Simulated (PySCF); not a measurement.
C8H7NSe.
Atom-mapped SMILES: `[CH3:1][c:2]1[cH:3][cH:4][c:5]([Se:6][C:7]#[N:8])[cH:9][cH:10]1` (hydrogens: H11, H12, H13 on C1; H14 on C3; H15 on C4; H16 on C9; H17 on C10)

Cartesian coordinates in Å at the PBE0-D3(BJ)/def2-SVP level; atoms count from 1:
```xyz
17
C8H7NSe angstrom
C     -2.8479   -0.8229   -0.1096
C     -1.4220   -0.3592   -0.1667
C     -0.3866   -1.1547    0.3392
C      0.9396   -0.7337    0.3146
C      1.2486    0.5124   -0.2289
Se     3.0293    1.2214   -0.3327
C      3.9116   -0.1697    0.4533
N      4.4920   -1.0453    0.9508
C      0.2382    1.3250   -0.7426
C     -1.0825    0.8846   -0.7083
H     -2.9430   -1.8684   -0.4391
H     -3.2385   -0.7705    0.9199
H     -3.4989   -0.2048   -0.7433
H     -0.6192   -2.1345    0.7652
H      1.7246   -1.3779    0.7163
H      0.4694    2.3026   -1.1743
H     -1.8668    1.5276   -1.1158
```

Theory: PySCF, PBE0-D3(BJ)/def2-SVP geometry optimisation, gas phase.

Take the most abundant isotopes and a rigid rotor. The values belong to one conformer with, in the numbering `[CH3:1][c:2]1[cH:3][cH:4][c:5]([Se:6][C:7]#[N:8])[cH:9][cH:10]1`, C4–C5–Se6–C7 -1°.

(1) What are A, B and C (cm⁻¹)?

(2) What kind of rotor is it?

(3) Is it planar, by Δ = Ic − Ia − Ib?

(4) Give the other two planar moments, Paa and Pbb, and the rms extents of the mass along the axes.

(5) Which types of transition are allowed, and where do some lines up to J = 2 fall?

Results:

(1) Ia = 204.74, Ib = 972.73, Ic = 1174.29 u·Å²; 505379 MHz·u·Å²/I gives 2468, 519.5 and 430.4 MHz, that is A = 0.08234, B = 0.01733, C = 0.01436 cm⁻¹.

(2) A near-prolate asymmetric top: κ = (2 × 519.5 − 2468 − 430.4)/(2468 − 430.4) = -0.91.

(3) Not planar: Δ = Ic − Ia − Ib = -3.18 u·Å². For a rigid frame Δ = −2 Σ m c², so Σ m c² = 1.59 u·Å² lies off the ab plane: 1.58 from hydrogen and 0.01 from heavier atoms. The atom farthest from that plane is 1.01 Å away.

(4) Paa = Σ m a² = (Ib + Ic − Ia)/2 = 971.14 and Pbb = Σ m b² = (Ia + Ic − Ib)/2 = 203.15 u·Å². With the mass M = 196.97 u, the rms extents √(P/M) along a, b and c are 2.22, 1.02, 0.09 Å.

(5) The dipole components are |μa| = 3.63 D, |μb| = 2.52 D, |μc| = 0.03 D. The squared components, which scale the intensities, stand as 1.00 : 0.48 : 0.00 (a : b : c). Some lines, for components of 0.1 D or more:

```csv
type,branch,"J(Ka,Kc)",MHz,lower level (cm⁻¹)
a,R,"1(0,1) ← 0(0,0)",950,0.000
a,R,"2(1,2) ← 1(1,1)",1811,0.097
a,R,"2(0,2) ← 1(0,1)",1897,0.032
a,R,"2(1,1) ← 1(1,0)",1989,0.100
b,Q,"1(1,0) ← 1(0,1)",2038,0.032
b,Q,"2(1,1) ← 2(0,2)",2130,0.095
b,R,"1(1,1) ← 0(0,0)",2899,0.000
b,R,"2(1,2) ← 1(0,1)",3760,0.032
b,Q,"2(2,0) ← 2(1,1)",5850,0.166
b,Q,"2(2,1) ← 2(1,2)",6114,0.157
b,R,"2(2,1) ← 1(1,0)",7836,0.100
b,R,"2(2,0) ← 1(1,1)",7928,0.097
```

Not checked by PBE0-D3(BJ)/def2-SVP frequencies. No vibrational averaging or centrifugal distortion is included, and the geometry carries the error of its method. A rigid rotor knows nothing of internal rotation, which can split or shift real lines. Quadrupole hyperfine structure (14N) is left out.
